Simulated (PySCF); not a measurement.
2-chlorosilylethanol (C₂H₇ClOSi), SMILES OCC[SiH2]Cl. Atoms are numbered in the order given.

```xyz
12

O     -2.3881     0.4520     1.0527
C     -2.2358    -0.2849    -0.1516
C     -0.8875    -0.0050    -0.8166
Si     0.4918     0.0237     0.4750
Cl     2.3172    -0.1488    -0.5349
H     -2.4322     1.3920     0.8300
H     -2.2934    -1.3450     0.1421
H     -3.0757    -0.0989    -0.8489
H     -0.6540    -0.7652    -1.5810
H     -0.8932     0.9682    -1.3401
H      0.3736    -1.1319     1.4012
H      0.5438     1.3020     1.2288
```

Geometry optimised at B3LYP-D3(BJ)/def2-SVP. Other conformers were not sampled.

All values below come from PBE/pcSseg-1 in PySCF.

GIAO shieldings, no solvent; atoms listed in one row are averaged. δ = σ(ref) − σ: ¹⁷O against H2O (σ = 334.3 ppm); ¹³C against TMS (σ = 182.0 ppm); ²⁹Si against TMS (σ = 335.4 ppm); ³⁵Cl against HCl (σ = 936.5 ppm); ¹H against TMS (σ = 31.49 ppm), references at their B3LYP-D3(BJ)/def2-TZVP geometries, non-relativistic (without spin–orbit terms, shifts of atoms bonded to Cl or Br come out too high).

Computed chemical shifts:
| nucleus | atoms | count | δ (ppm) |
|---|---|---|---|
| ¹⁷O | O1 | 1 | 68.8 |
| ¹³C | C2 | 1 | 68.8 |
| ¹³C | C3 | 1 | 29.0 |
| ²⁹Si | Si4 | 1 | 0.2 |
| ³⁵Cl | Cl5 | 1 | -39.7 |
| ¹H | H11, H12 | 2 | 5.64 |
| ¹H | H8 | 1 | 4.55 |
| ¹H | H7 | 1 | 4.22 |
| ¹H | H10 | 1 | 1.92 |
| ¹H | H9 | 1 | 1.45 |
| ¹H | H6 | 1 | 0.29 |
